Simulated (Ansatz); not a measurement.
Relaxation of C₃H₈O₂Si (14 atoms, charge 0, multiplicity 1), to a largest force component of 0.03 eV/Å in at most 50 steps.

Level of theory: Ansatz 0.2.0, RHF/def2-SVP.

```xyz
14
Properties=species:S:1:pos:R:3
H -1.071 1.021 0.147
Si -0.935 0.428 -1.164
C 1.384 -0.680 0.861
C 1.072 -1.454 -0.145
C -0.138 -1.303 -1.049
O 1.674 -0.011 1.745
H 0.103 1.458 2.476
O -0.588 2.024 2.140
H -2.259 0.285 -1.816
H -0.087 1.302 -2.016
H 1.746 -2.294 -0.268
H -0.910 -2.021 -0.756
H 0.159 -1.583 -2.063
H -0.149 2.829 1.908
```

Problem. Where does it end, and by what steps?

Solution. It converged. The force dipped under the threshold on the way, but the program's further checks kept it going. After 36 steps the energy has fallen by 0.135 eV; O6 moved furthest, 0.88 Å.

```
step  energy less start (eV)  largest force component (eV/Å)  accepted
   0                  0.0000                           0.680       yes
   2                 -0.0704                           1.520       yes
   4                 -0.0642                           1.140        no
   6                 -0.1209                           0.145       yes
   8                 -0.1227                           0.333       yes
  10                 -0.1255                           0.043       yes
  12                 -0.1197                           0.631        no
  14                 -0.1276                           0.019       yes
  16                 -0.1302                           0.099       yes
  18                 -0.1308                           0.272        no
  20                 -0.1321                           0.035       yes
  22                 -0.1325                           0.037       yes
  24                 -0.1333                           0.123       yes
  26                 -0.1341                           0.112       yes
  28                 -0.1348                           0.096       yes
  30                 -0.1350                           0.060       yes
  32                 -0.1352                           0.048       yes
  34                 -0.1354                           0.040       yes
  36                 -0.1354                           0.018       yes
```

```xyz
14
Properties=species:S:1:pos:R:3
H -1.202 1.233 -0.306
Si -0.885 0.400 -1.489
C 1.509 -0.339 0.590
C 0.969 -1.352 -0.035
C -0.236 -1.303 -0.952
O 1.994 0.540 1.140
H 0.483 1.438 2.630
O -0.441 1.597 2.761
H -2.107 0.200 -2.301
H 0.133 1.108 -2.305
H 1.444 -2.302 0.184
H -1.070 -1.837 -0.486
H -0.003 -1.854 -1.869
H -0.587 2.473 2.437
```

Time of the run: 86 s on 2 threads of Arm Neoverse V1, on a shared host, peak memory 0.29 GiB.
